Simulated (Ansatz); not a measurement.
Molecule: SiF3, charge -1, multiplicity 1. It need not be the lowest isomer of its formula. Whether it binds its extra electron was not tested at this geometry. 
Structure (B3LYP-D3(BJ)/def2-TZVP (Ansatz, an electronic-structure program) minimum search):
SMILES: F[Si-](F)F
```xyz
4

Si     0.1073    -0.1624     0.5279
F     -0.3705     1.4178     0.2004
F      1.3040    -0.2484    -0.6523
F     -1.1003    -0.9168    -0.3694
```
Charge -1, spin multiplicity 1.

Q: Give the harmonic wavenumbers at B3LYP-D3(BJ)/def2-TZVP (Ansatz, finite differences of forces, unscaled).

A: 274, 274, 396, 673, 673, 717 cm⁻¹. Zero-point energy 4.3 kcal/mol.

Q: From these and the geometry, give the ideal-gas thermochemistry at 298.15 K and 1 atm (rigid rotor, harmonic oscillator).

A: Point group C3v, rotational symmetry number 3. Rotational constants 6.862, 6.862, 4.217 GHz. S(trans) 39.24, S(rot) 22.71, S(vib) 5.08, S(elec, spin only) 0.00, S 67.0 cal/(mol K). H(298) - H(0) 3.36 kcal/mol; G - E(el) -12.3 kcal/mol.
